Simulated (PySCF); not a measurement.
Isomers of C4H10OSSi. Method: TDDFT CAM-B3LYP/def2-SVPD, vertical, gas phase, core orbitals frozen in the response in PySCF. Geometries: GFN2-xTB; one conformer of each isolated species. Triplets are in the Tamm–Dancoff approximation.

A. `CO[C@@H]1[C@H](C)[Si@@H]1S`
B. `C[C@H](S)C(=O)C[SiH3]`
C. `C=C(C)[Si@](C)(O)S`
D. `CC[Si]1(O)CSC1`

Lowest singlet levels (six at most, fewer where fewer were computed) with oscillator strengths:

1. 200 nm (f 0.031); 192 nm (f 0.012); 183 nm (f 0.038); 178 nm (f 0.087); 176 nm (f 0.337); 174 nm (f 0.071); T1 4.27 eV
2. 252 nm (f 0.000); 215 nm (f 0.019); 211 nm (f 0.008); 189 nm (f 0.042); 186 nm (f 0.018); 185 nm (f 0.001); T1 4.49 eV
3. 282 nm (f 0.003); 234 nm (f 0.009); 203 nm (f 0.037); 185 nm (f 0.009); 178 nm (f 0.029); 172 nm (f 0.013); T1 3.88 eV
4. 233 nm (f 0.020); 217 nm (f 0.056); 200 nm (f 0.005); 199 nm (f 0.009); 194 nm (f 0.059); 190 nm (f 0.036); T1 4.62 eV

Question: Match each spectrum to its molecule.

Answer: 1 = C, 2 = D, 3 = B, 4 = A.
- A: S1 at 5.32 eV, HOMO→LUMO (86%); Löwdin shares by element: HOMO carbon 36% or more, sulfur 21%, silicon 21% (atoms not listed hold the other 21%); LUMO sulfur 33%, silicon 24%, hydrogen 8% or more, carbon 7% or more (atoms not listed hold the other 28%); HOMO -7.70 and LUMO 0.73 eV.
- B: S1 at 4.40 eV, HOMO→LUMO (52%), HOMO-1→LUMO (36%); Löwdin shares by element: HOMO sulfur 54%, oxygen 16%, carbon 16% or more; LUMO carbon 27% or more, oxygen 23%, sulfur 18%, silicon 8% (atoms not listed hold the other 24%); HOMO -8.43 and LUMO 0.09 eV.
- C: S1 at 6.20 eV, HOMO→LUMO (56%), HOMO→LUMO+2 (16%), HOMO→LUMO+5 (16%); Löwdin shares by element: HOMO sulfur 74%, hydrogen 6% or more, silicon 6%; LUMO carbon 35% or more, sulfur 18%, silicon 12% (atoms not listed hold the other 35%); HOMO -8.54 and LUMO 0.72 eV.
- D: S1 at 4.91 eV, HOMO→LUMO+1 (81%); Löwdin shares by element: HOMO sulfur 70%, carbon 20% or more; LUMO oxygen 24%, silicon 19%, hydrogen 13% or more, sulfur 11% (atoms not listed hold the other 33%); HOMO -7.60 and LUMO 0.73 eV.
